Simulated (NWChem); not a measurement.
# TiH2S2F2; SMILES [F][Ti]([F])([SH])[SH]

```xyz
7

Ti     0.0000     0.0000     0.4024
F      0.1457    -1.4572     1.3241
F     -0.1457     1.4572     1.3241
S      1.8757     0.0335    -0.9291
H      1.6164     1.2437    -1.4780
S     -1.8757    -0.0335    -0.9291
H     -1.6164    -1.2437    -1.4780
```
Atoms are numbered in this order, from 1.

Results from NWChem. Structure relaxed at the B3LYP/6-31G* (spherical d) level. Level BLYP/def2-SVP: single points from the atomic guess with DIIS by default; each run changes one setting, and all converged runs end within 0.3 mHa of each other. cgmin counts macro-iterations, each dearer than a DIIS step. NWChem's automatic level shift, which a small gap switches on, acted in some of these runs.

**Question.** Which setting needs the most SCF iterations, or fails (core-Hamiltonian guess; quadratically convergent solver (cgmin); defaults; DIIS on 20 Fock matrices; DIIS on 3 Fock matrices)?

**Answer.** core-Hamiltonian guess, which doesn't converge.
```
setting                                        SCF iterations
---------------------------------------  --------------------
defaults                                                   15
quadratically convergent solver (cgmin)                     7
DIIS on 3 Fock matrices                                    20
DIIS on 20 Fock matrices                                   14
core-Hamiltonian guess                   not converged in 200
```
